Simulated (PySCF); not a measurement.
H4O3SZr, multiplicity 1. Atoms are numbered in the order given.

```xyz
9

Zr    -0.0113     0.3076     0.0000
O      0.9247     0.9213    -1.5670
H      1.3534     1.2624    -2.3532
O      0.9247     0.9213     1.5670
H      1.3534     1.2624     2.3532
O     -1.8660     0.8130     0.0000
H     -2.7387     1.2104     0.0000
S     -0.0433    -2.1886     0.0000
H      1.3109    -2.2673     0.0000
```
Charge 0, spin multiplicity 1.

Geometry: B3LYP-D3(BJ)/def2-SVP. The spin state was assumed, not searched. The structure was generated by enumeration; whether it is a known compound was not checked. The def2 effective core potentials stand for the cores of Zr; spin–orbit coupling is left out. The values are those of a single conformer.

The numbers are results of PySCF with B3LYP-D3(BJ)/def2-SVP, not measurements.

Frequencies are harmonic and unscaled.

```csv
mode,ν (cm⁻¹),IR (km/mol),Raman (Å⁴/amu),depolarisation,moving atoms (share of kinetic energy)
1,93,2.3,2.6,0.75,"H 61 %, O 38 %"
2,120,2.3,1.8,0.72,"O 48 %, S 25 %, H 15 %, Zr 12 %"
3,133,1.2,2.1,0.75,"H 32 %, O 29 %, S 24 %, Zr 15 %"
4,157,14.1,1.3,0.71,"O 50 %, H 26 %, Zr 12 %, S 12 %"
5,180,4.9,4.5,0.75,"O 66 %, H 26 %, Zr 8 %"
6,183,1.9,0.5,0.75,"H 77 %, O 20 %"
7,190,4.0,1.8,0.75,"H 50 %, O 44 %"
8,273,270.0,4.4,0.75,"H 71 %, O 26 %"
9,280,243.8,0.7,0.75,"H 74 %, O 23 %"
10,310,152.2,2.8,0.73,"H 83 %, O 16 %"
11,329,42.4,8.2,0.75,"H 85 %, O 15 %"
12,344,0.4,4.7,0.04,"S 53 %, H 24 %, Zr 20 %"
13,392,330.9,11.5,0.41,"H 61 %, O 22 %, Zr 10 %"
14,498,27.3,7.8,0.73,"H 87 %, S 10 %"
15,722,92.0,17.3,0.01,O 87 %
16,724,195.6,0.3,0.75,"O 73 %, Zr 22 %"
17,732,180.2,1.2,0.17,"O 72 %, Zr 22 %"
18,2648,4.0,134.7,0.29,H 97 %
19,3965,313.3,174.7,0.46,H 94 %
20,3974,360.3,140.7,0.75,H 94 %
21,3978,163.2,247.9,0.09,H 94 %
```
